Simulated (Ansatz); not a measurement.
Geometry optimisation of `B[Se][SiH2]Cl`.

```yaml
crystal:
  periodic: [false, false, false]
  atoms:
    - {symbol: B, position_ang: [-0.679640, 1.653237, -0.351716]}
    - {symbol: Se, position_ang: [1.107944, 0.953176, -0.426153]}
    - {symbol: Si, position_ang: [0.634117, -1.177122, 0.336449]}
    - {symbol: Cl, position_ang: [-0.018256, -2.405844, -1.208760]}
    - {symbol: H, position_ang: [-0.812509, 2.803893, -0.705555]}
    - {symbol: H, position_ang: [-1.603550, 0.970584, 0.034926]}
    - {symbol: H, position_ang: [1.905071, -1.748265, 0.888685]}
    - {symbol: H, position_ang: [-0.440977, -1.106760, 1.376223]}
basis:
  gaussian: {orbitals: def2-TZVP}
hamiltonian: {xc: pbe0, dispersion: d4}
relax: {f_tol: 0.005, max_steps: 150}
```

```sh
$ ansatz run in.yaml --threads 4 --pin off --events-out ev --progress --plain --max-ram 10444MiB
```

It prints (some lines left out):

```
Functional definition: PBE0
mean field -86478.13758879 eV, -3178.0129394012 hartree, gradient 3.4e-5 eV, S^2 0.000000; 0 other end points of the search recorded, 0 dependent functions left out
relax step   1: F+E_penalty+E_count = -86478.32925901 eV  Δ(F+E_penalty+E_count) = +0.000e0 eV  max|allowed force component| = 4.515e-1 eV/Å  Δτ_max = 0.0000 Å  (27 SCF iters, accepted)
mean field -86478.16723516 eV, -3178.0140288852 hartree, gradient 1.8e-5 eV, S^2 0.000000; 0 other end points of the search recorded, 0 dependent functions left out
relax step   2: F+E_penalty+E_count = -86478.36066484 eV  Δ(F+E_penalty+E_count) = -3.141e-2 eV  max|allowed force component| = 1.317e-1 eV/Å  Δτ_max = 0.0467 Å  (30 SCF iters, accepted)
mean field -86478.16901169 eV, -3178.0140941714 hartree, gradient 1.8e-5 eV, S^2 0.000000; 0 other end points of the search recorded, 0 dependent functions left out
relax step   3: F+E_penalty+E_count = -86478.36251521 eV  Δ(F+E_penalty+E_count) = -1.850e-3 eV  max|allowed force component| = 3.112e-2 eV/Å  Δτ_max = 0.0154 Å  (31 SCF iters, accepted)
mean field -86478.16916104 eV, -3178.0140996600 hartree, gradient 1.8e-5 eV, S^2 0.000000; 0 other end points of the search recorded, 0 dependent functions left out
relax step   4: F+E_penalty+E_count = -86478.36263491 eV  Δ(F+E_penalty+E_count) = -1.197e-4 eV  max|allowed force component| = 2.720e-2 eV/Å  Δτ_max = 0.0063 Å  (32 SCF iters, accepted)
mean field -86478.16920401 eV, -3178.0141012391 hartree, gradient 1.8e-5 eV, S^2 0.000000; 0 other end points of the search recorded, 0 dependent functions left out
relax step   5: F+E_penalty+E_count = -86478.36269419 eV  Δ(F+E_penalty+E_count) = -5.928e-5 eV  max|allowed force component| = 1.538e-3 eV/Å  Δτ_max = 0.0025 Å  (33 SCF iters, accepted)
mean field -86478.16920401 eV, -3178.0141012391 hartree, gradient 1.8e-5 eV, S^2 0.000000; 1 other end points of the search recorded, 0 dependent functions left out
Total energy: -86478.36272768 eV, -3178.0212131025 hartree
Atom 0 at    -0.674979     1.634373    -0.347874 Å, force     0.000178     0.000923     0.000033 eV/Å
Atom 1 at     1.106416     0.940197    -0.420383 Å, force     0.000546     0.001274     0.000450 eV/Å
Atom 2 at     0.631509    -1.158270     0.334932 Å, force     0.000396    -0.000417     0.001289 eV/Å
Atom 3 at    -0.017303    -2.368366    -1.187765 Å, force    -0.001052    -0.000014    -0.000686 eV/Å
Atom 4 at    -0.815720     2.763471    -0.698328 Å, force    -0.001112    -0.000529    -0.000059 eV/Å
Atom 5 at    -1.578804     0.960325     0.035842 Å, force     0.001272    -0.001538    -0.000848 eV/Å
Atom 6 at     1.879341    -1.740956     0.875579 Å, force    -0.000509    -0.000727    -0.000398 eV/Å
Atom 7 at    -0.438260    -1.087875     1.352095 Å, force     0.000281     0.001027     0.000219 eV/Å
Dipole moment:     0.040651     0.025181     0.199945 e Å
```

Hardware: 4 threads of an Arm Neoverse V1 on a shared host. Wall time 20 s, peak host memory 0.51 GiB.
